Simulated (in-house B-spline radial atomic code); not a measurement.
Inner levels of germanium as electrons are removed. A shift is the extra binding of the orbital against the neutral atom ([Ar] 3d10 4s2 4p1/2(2)). The density at the nucleus is averaged over the nuclear charge. Computed with an all-electron radial atomic-structure program (B-spline basis): Dirac-Hartree-Fock, jj configuration that fills j = l - 1/2 first, finite nuclei.

A number in brackets counts the electrons of a j subshell.

```tsv
ion	configuration	shift of 3p3/2 (eV)	shift of 1s1/2 (eV)	shift of 2p1/2 (eV)	radius of 3p3/2 (bohr)	radius of 1s1/2 (bohr)	radius of 2p1/2 (bohr)	Σ<r²> (bohr²)	change of density at nucleus (bohr⁻³)
Ge	[Ar] 3d10 4s2 4p1/2(2)	0	0	0	0.64995	0.046978	0.18118	41.831	-
Ge+	[Ar] 3d10 4s2 4p1/2(1)	8.9764	9.05	8.9565	0.64993	0.046978	0.18119	28.381	3.168
Ge2+	[Ar] 3d10 4s2	?	?	?	?	?	?	?	?
Ge3+	[Ar] 3d10 4s1	33.817	34.407	33.885	0.64906	0.046977	0.18119	14.669	-8.4558
Ge4+	[Ar] 3d10	?	?	?	?	?	?	?	?
Ge5+	[Ar] 3d3/2(4) 3d5/2(5)	?	?	?	?	?	?	?	?
Ge6+	[Ar] 3d3/2(4) 3d5/2(4)	102.9	111.87	113.3	0.63037	0.04698	0.18122	8.1133	-12.417
Ge7+	[Ar] 3d3/2(4) 3d5/2(3)	132.52	146.99	149.66	0.621	0.046981	0.18122	7.1951	-1.5106
Ge8+	[Ar] 3d3/2(4) 3d5/2(2)	163.73	184.76	188.71	0.61152	0.046983	0.1812	6.3973	10.966
Ge9+	[Ar] 3d3/2(4) 3d5/2(1)	196.46	225.12	230.39	0.60202	0.046984	0.18116	5.6952	24.98
Ge10+	[Ar] 3d3/2(4)	230.64	268.03	274.62	0.59256	0.046986	0.1811	5.0716	40.508
Ge11+	[Ar] 3d3/2(3)	267.83	313.75	320.14	0.58262	0.046988	0.18082	4.5172	57.794
Ge12+	[Ar] 3d3/2(2)	306.43	361.95	367.95	0.57285	0.04699	0.1805	4.0173	76.569
```

(1) Fill in the row of Ge2+.

(2) Fill in the row of Ge4+.

(3) Fill in the row of Ge5+.

Results:

(1) shift of 3p3/2 (eV): 19.943; shift of 1s1/2 (eV): 20.211; shift of 2p1/2 (eV): 19.915; radius of 3p3/2 (bohr): 0.64977; radius of 1s1/2 (bohr): 0.046978; radius of 2p1/2 (bohr): 0.18119; Σ<r²> (bohr²): 19.819; change of density at nucleus (bohr⁻³): 7.2138.

(2) shift of 3p3/2 (eV): 48.881; shift of 1s1/2 (eV): 49.947; shift of 2p1/2 (eV): 49.127; radius of 3p3/2 (bohr): 0.64811; radius of 1s1/2 (bohr): 0.046977; radius of 2p1/2 (bohr): 0.18118; Σ<r²> (bohr²): 10.473; change of density at nucleus (bohr⁻³): -29.336.

(3) shift of 3p3/2 (eV): 74.974; shift of 1s1/2 (eV): 79.488; shift of 2p1/2 (eV): 79.744; radius of 3p3/2 (bohr): 0.63947; radius of 1s1/2 (bohr): 0.046978; radius of 2p1/2 (bohr): 0.18121; Σ<r²> (bohr²): 9.1875; change of density at nucleus (bohr⁻³): -21.711.
